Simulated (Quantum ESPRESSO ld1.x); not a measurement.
Os13+, configuration [Kr] 4d10 4f13 5s2 5p2.

Method: scalar-relativistic Kohn-Sham, relativistic LDA (MacDonald-Vosko exchange, VWN5 correlation), spin-unpolarised, spherical densities, point nucleus; computed with ld1.x of Quantum ESPRESSO 7.5.

Energy parts (hartree):
part                      energy
total                 -17155.144
kinetic                18955.116
electron-nucleus      -41905.665
Hartree                 6081.271
exchange-correlation    -285.866

Orbitals (lengths in bohr, moments of r in powers of bohr; r(90%) holds 90 % of the orbital's charge):
orbital  occ.  eigenvalue (hartree)  r(90%)
1s          2              -2706.00  0.0325
2s          2              -479.704   0.117
2p          6              -419.613   0.110
3s          2              -118.917   0.285
3p          6              -101.231   0.291
3d         10              -81.4069   0.274
4s          2              -32.3604   0.619
4p          6              -26.5179   0.664
4d         10              -19.2415   0.722
5s          2              -11.7362    1.30
4f         13              -11.0734   0.833
5p          2              -9.95483    1.43

The highest occupied level is 5p at -270.88 eV. The density falls to 0.001 e/bohr^3 at r = 2.06 bohr. For comparison, the ionisation energy in NIST's Atomic Spectra Database is 298 eV (theoretical). In exact Kohn-Sham theory the highest level is minus the ionisation energy, but local and semilocal functionals leave it too shallow, through self-interaction and a potential that decays too fast; potentials with the right tail come closer. Summed over all electrons, <r^2> = 13.74 bohr^2, which gives a Langevin (diamagnetic) susceptibility term of -10.9 x 10^-6 cm^3/mol.

Beside tabulated values, note that spin-unpolarised runs miss the spin-polarisation part of the exchange energy of open shells.
